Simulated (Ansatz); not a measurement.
Basis-set series for CH$_{3}$ClF$_{2}$Hf (`[CH3][Hf]([F])([F])[Cl]`). Total charge 0; spin multiplicity 1. Hf: def2 effective core potential. All single points use the PBE0-D4/def2-TZVP geometry.

```tsv
functional	basis	functions	energy (Eh)	HOMO (eV)	LUMO (eV)
PBE0-D4	def2-SVP	107	-747.34237	-8.58	-1.20
PBE0-D4	def2-QZVPP	412	-747.83277	-8.56	-1.22
ωB97M-V	def2-SVP	107	-747.56389	-10.82	0.88
ωB97M-V	def2-QZVPP	412	-748.05996	-10.82	0.38
```

(1) Give the rows for def2-TZVPP. (Estimate.)

Results:

(1) Ansatz gave: 
```json
{"functional": "PBE0-D4", "basis": "def2-TZVPP", "functions": "233", "energy (Eh)": "-747.80562", "HOMO (eV)": "-8.55", "LUMO (eV)": "-1.20"}
{"functional": "ωB97M-V", "basis": "def2-TZVPP", "functions": "233", "energy (Eh)": "-748.03440", "HOMO (eV)": "-10.82", "LUMO (eV)": "0.70"}
```

Positive LUMOs are unbound and depend on the basis.
